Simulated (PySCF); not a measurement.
# Radial density of P (phosphorus, neutral)

UHF, [Ne] 3s2 3p3, high-spin 4S determinant. Calculation: PySCF 2.14, in aug-cc-pV(D+d)Z (5s4p3d, 32 functions); the non-relativistic Hamiltonian (point nucleus).

| r (bohr) | 4πr²ρ (e/bohr) | 4πr²(ρα − ρβ) |
| --- | --- | --- |
| 0.00147 | 0.05678 | 0.0000 |
| 0.00247 | 0.1563 | 0.0000 |
| 0.00416 | 0.4195 | 0.0000 |
| 0.00700 | 1.091 | 0.0000 |
| 0.0118 | 2.675 | 0.0001 |
| 0.0198 | 5.959 | 0.0004 |
| 0.0333 | 11.28 | 0.0017 |
| 0.0560 | 16.37 | 0.0087 |
| 0.0942 | 15.83 | 0.0389 |
| 0.159 | 11.08 | 0.1295 |
| 0.267 | 13.67 | 0.2409 |
| 0.448 | 15.03 | 0.1303 |
| 0.754 | 5.406 | 0.0491 |
| 1.27 | 2.302 | 0.9371 |
| 2.13 | 2.271 | 1.3702 |
| 3.59 | 0.5159 | 0.3905 |
| 6.04 | 0.01521 | 0.0135 |
| 10.2 | 5.550e-05 | 0.0001 |
